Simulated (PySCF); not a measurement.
Computed Raman spectrum (relative Raman activity) of a molecule C₃H₇BO₂. Geometry optimised at PBE0-D3(BJ)/def2-SVP. The values are those of a single conformer. Level of theory: PBE0-D3(BJ)/def2-SVP (PySCF 2.14.0). Harmonic, unscaled wavenumbers; measured fundamentals usually lie a few per cent lower.

```csv
ν (cm⁻¹),relative intensity
587,2.7
731,2.3
858,4.8
975,5.1
1113,2.4
1242,3.8
1245,5.9
1377,3.9
1415,10
1428,4.8
1445,3.4
1510,8.6
1515,6.3
3061,20
3065,100
3068,98
3112,49
3130,53
3153,45
3184,41
```

Task: Which structure fits?
A. CB(O)C(C)=O
B. CB1OCCO1
C. CB1OC[C@H]1O
D. C=COB(C)O

Result: B, CB1OCCO1
